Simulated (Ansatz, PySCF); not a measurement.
This Ansatz (a program for electronic structure) input computes a B3LYP/def2-TZVPD energy:

Ansatz 0.2 input:
```yaml
crystal:
  periodic: [false, false, false]
  atoms:
    - {symbol: B, position_ang: [-0.61983440, 0.53918661, -0.87908408]}
    - {symbol: H, position_ang: [-1.31278863, 0.15274157, -1.78949853]}
    - {symbol: O, position_ang: [-0.51638791, 1.93167282, -0.84082765]}
    - {symbol: H, position_ang: [0.05269730, 2.13584912, -0.08487339]}
    - {symbol: Se, position_ang: [0.24971667, -0.60111489, 0.38224746]}
basis:
  gaussian:
    orbitals: def2-TZVPD
hamiltonian:
  xc: {name: B3LYP}
total_charge: -1
output: {forces: true}
```

Question: Write an input for the same energy in PySCF and say what it gives.

Answer: 
```python
from pyscf import gto, scf, dft

mol = gto.M(
    atom='''
    B    -0.61983440    0.53918661   -0.87908408
    H    -1.31278863    0.15274157   -1.78949853
    O    -0.51638791    1.93167282   -0.84082765
    H     0.05269730    2.13584912   -0.08487339
    Se    0.24971667   -0.60111489    0.38224746
    ''',
    basis='def2-tzvpd',
    charge=-1,
    spin=0,
    verbose=4,
)

mf = dft.RKS(mol, xc='b3lyp').density_fit(auxbasis='def2-universal-jkfit')
mf.grids.level = 3
mf.conv_tol = 1e-9
mf.max_cycle = 100
mf.max_memory = 1500
mf.kernel()
if not mf.converged:
    mf = mf.newton()
    mf.kernel(mf.make_rdm1())
mf.analyze()
```
It gives -2503.04905 Eh, and Ansatz -2503.04893 Eh, a difference of 0.12 mEh, from the treatment of integrals and grids.

It need not be the lowest isomer of its formula. Whether it binds its extra electron was not tested at this geometry.
